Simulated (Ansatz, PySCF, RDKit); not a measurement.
Noncovalent pair: H2O (SMILES O) (first 3 atoms) with ClH3Si (SMILES [SiH3]Cl); geometry from B3LYP-D3(BJ)/def2-TZVP.
(charge 0, multiplicity 1):
```
atom    x (Å)    y (Å)    z (Å)
----  -------  -------  -------
O      0.1941  -0.2430  -0.1529
H      1.1184  -0.3253  -0.4101
H      0.1356   0.5998   0.3130
Si    -0.2688  -1.0626   2.9331
Cl     0.0091   1.0021   2.9144
H     -0.4976  -1.4341   4.3446
H      0.9583  -1.7061   2.4343
H     -1.4462  -1.3903   2.1150
```

Interaction energies are E(AB) − E(A) − E(B) at the monomers' geometry in the complex; basis-set methods are counterpoise corrected. Rows marked so take none. RDKit's UFF carries no charges.

Rows in 3-21G, 6-31G* carry no dispersion term and start afresh at each structure (6-31G* with six Cartesian d functions).

Programs: Ansatz (Gaussian basis) for Hartree–Fock, density functionals and correlated methods; PySCF for 3-21G rows, 6-31G* rows; RDKit for the force fields. Each number belongs to the level named beside it.

Question: One of these levels gives -12.0 kJ/mol for the interaction energy. Which one is it?
A) BLYP/def2-TZVPPD
B) UFF
C) HF/3-21G (no counterpoise)
D) HF/6-31G* (no counterpoise)

Answer: D, HF/6-31G* (no counterpoise). The others give 4.6 (UFF), -35.5 (HF/3-21G (no counterpoise)), -2.4 (BLYP/def2-TZVPPD)

Ansatz is an electronic-structure program.
